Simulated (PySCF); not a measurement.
**Electronic absorption of GeH2Me(OMe)**

Species: GeH2Me(OMe), C₂H₈GeO.
SMILES: `C[O][GeH2][CH3]`

The calculation used TDDFT B3LYP/def2-SVPD, vertical, gas phase, core orbitals frozen in the response in PySCF. Geometry: PBE0-D3(BJ)/def2-SVP, one conformer, isolated molecule. The B3LYP/def2-SVPD calculation is non-relativistic and has no spin–orbit coupling, an omission that weighs most on germanium.

Task: List the vertical singlet excitations with oscillator strengths and describe the spectrum.

Result: 

| state | E (eV) | E (hartree) | f | \|μ\| (D) | main configurations (H = HOMO, L = LUMO) |
| --- | --- | --- | --- | --- | --- |
| S1 | 6.49 | 0.2384 | 0.0002 | 0.08 | H→L (80%), H→L+1 (13%) |
| S2 | 6.81 | 0.2503 | 0.026 | 1.00 | H→L+1 (86%), H→L (13%) |
| S3 | 7.09 | 0.2606 | 0.022 | 0.90 | H→L+2 (93%) |
| S4 | 7.37 | 0.2707 | 0.037 | 1.16 | H-1→L (70%), H-1→L+1 (25%) |
| S5 | 7.67 | 0.2820 | 0.027 | 0.96 | H-1→L+1 (72%), H-1→L (24%) |
| S6 | 7.74 | 0.2843 | 0.0019 | 0.25 | H→L+3 (97%) |
| S7 | 7.92 | 0.2910 | 0.087 | 1.70 | H-1→L+2 (90%) |
| S8 | 8.11 | 0.2981 | 0.027 | 0.94 | H-2→L (82%) |
| S9 | 8.14 | 0.2992 | 0.0099 | 0.57 | H→L+4 (94%) |
| S10 | 8.30 | 0.3050 | 0.0072 | 0.48 | H-2→L+1 (84%), H-2→L (8%) |
| S11 | 8.42 | 0.3093 | 0.0000 | 0.00 | H-3→L (93%) |
| S12 | 8.50 | 0.3122 | 0.0080 | 0.50 | H-1→L+3 (92%) |
| S13 | 8.61 | 0.3164 | 0.052 | 1.26 | H→L+5 (59%), H→L+6 (33%) |
| S14 | 8.67 | 0.3187 | 0.076 | 1.52 | H-3→L+1 (77%), H→L+7 (17%) |
| S15 | 8.72 | 0.3205 | 0.187 | 2.37 | H-2→L+2 (51%), H→L+5 (14%), H→L+6 (13%) |

Triplets, Tamm–Dancoff:

| state | E (eV) | λ (nm) | main configurations (H = HOMO, L = LUMO) |
| --- | --- | --- | --- |
| T1 | 6.17 | 200.8 | H→L (74%), H→L+2 (14%) |
| T2 | 6.66 | 186.1 | H→L+1 (88%) |
| T3 | 6.93 | 178.8 | H-1→L (77%), H-1→L+2 (13%) |
| T4 | 6.94 | 178.6 | H→L+2 (76%), H→L (19%) |

The lowest singlet comes at 191 nm (626 kJ/mol) in the vacuum ultraviolet; it is dark (f under 0.0005); its leading configuration is HOMO→LUMO (80%). The strongest level in the table is S15 at 8.72 eV (142 nm, f = 0.187). It is the last of those listed, so stronger ones may follow. Löwdin shares by element: HOMO oxygen 59%, carbon 12% or more, germanium 8%, hydrogen 6% or more; LUMO germanium 30%, hydrogen 23% or more, carbon 13% or more (atoms not listed hold the other 35%). Orbital energies (eV): HOMO-3 -9.28, HOMO-2 -8.91, HOMO-1 -8.15, HOMO -7.40, LUMO 0.20, LUMO+1 0.30, LUMO+2 0.63. The oscillator strengths of these states sum to 0.567; summed over the whole spectrum of an exact calculation they would give the number of electrons, 60 (Thomas–Reiche–Kuhn). Of the 15 states listed, 9 reach f = 0.01 and 2 stay under 0.0005. All these states lie below the vertical ionisation energy of 9.78 eV (ΔSCF). Singlets were solved by full linear response, triplets in the Tamm–Dancoff approximation.

Hardware: one thread, Intel Xeon at 2.50 GHz (x86_64), shared host. Cost: 2.5 min (grids of density and orbitals included), 0.76 GiB resident at most.
